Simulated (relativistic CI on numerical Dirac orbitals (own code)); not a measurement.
Radial parameters of V III

These numbers are calculated, not measured: Dirac-Coulomb-Breit CI, KLI orbitals optimised for each configuration, model QED (radiative potential, 1s self-energy scaled to tabulated hydrogen-like ionisation energies), valence Slater integrals scaled by 0.85, P86 correlation energy added to each configuration (own radial code, finite nucleus).

Slater integrals F^k, G^k are unscaled and averaged over j, outside the closed core [Ne] 3s2; ζ comes from projecting the Hamiltonian with its Breit term on Σ l·s of the shell.

- 3p6 3d3: F^2(3d,3d) = 71923, F^4(3d,3d) = 44703, ζ(3d) = 156.26 cm⁻¹; <r>(3d) = 1.299, <r^2>(3d) = 2.134 (bohr units).
- 3p6 3d2 4s: F^2(3d,3d) = 77720, F^4(3d,3d) = 48520, ζ(3d) = 189.35, G^2(3d,4s) = 12139 cm⁻¹; <r>(3d) = 1.216, <r^2>(3d) = 1.86, <r>(4s) = 2.718, <r^2>(4s) = 8.351 (bohr units).
- 3p6 3d2 4p: F^2(3d,3d) = 78600, F^4(3d,3d) = 49119, ζ(3d) = 193.88, F^2(3d,4p) = 19557, G^1(3d,4p) = 8125.9, G^3(3d,4p) = 7003.7, ζ(4p) = 395.38 cm⁻¹; <r>(3d) = 1.205, <r^2>(3d) = 1.821, <r>(4p) = 3.195, <r^2>(4p) = 11.56 (bohr units).

Give the Racah parameters of the d shell in 3p6 3d3.

B = F²/49 − 5F⁴/441 = 961 cm⁻¹ and C = 35F⁴/441 = 3548 cm⁻¹; values fitted to spectra at such low charge are typically 15 to 30 % smaller.

In this model ζ of a weakly bound d, f or g electron outside closed shells comes out too small, for d by up to a factor of two or three and at times with the wrong sign; that of an outer p electron is too small as well.

For a near-neutral ion this model can misplace configurations by up to about 10,000 cm⁻¹ (more where the count of f electrons changes) and terms by 10 to 25 % of their spread. Rates follow the energies as ν³ (E1, M1) or ν⁵ (E2), so they and the lifetimes can be off by large factors. The fine structure of a lone outer electron comes out too small, for d and f at times inverted, and misplaced configurations move strength between like terms. 62 of the 64 excited levels that our extract of the measured tables holds in this range could be paired (the sources list more); they are missed by 870 cm⁻¹ on average and 3002 at most, and levels without a partner can miss by more.

Averages of the first 10 configurations, taken without configuration mixing, which lowers the lowest level and can move excited configurations by several eV; other configurations of the list can lie among them:

| Configuration | Parity | States | Average energy above the lowest level (eV) |
| --- | --- | --- | --- |
| 3p6 3d3 | even | 120 | 2.0 |
| 3p6 3d2 4s | even | 90 | 6.9 |
| 3p6 3d2 4p | odd | 270 | 12.0 |
| 3p6 3d 4s2 | even | 10 | 16.5 |
| 3p6 3d2 4d | even | 450 | 18.7 |
| 3p6 3d2 5s | even | 90 | 19.0 |
| 3p6 3d2 5p | odd | 270 | 20.9 |
| 3p6 3d 4s 4p | odd | 120 | 21.2 |
| 3p6 3d2 4f | odd | 630 | 22.7 |
| 3p6 3d2 5d | even | 450 | 23.6 |
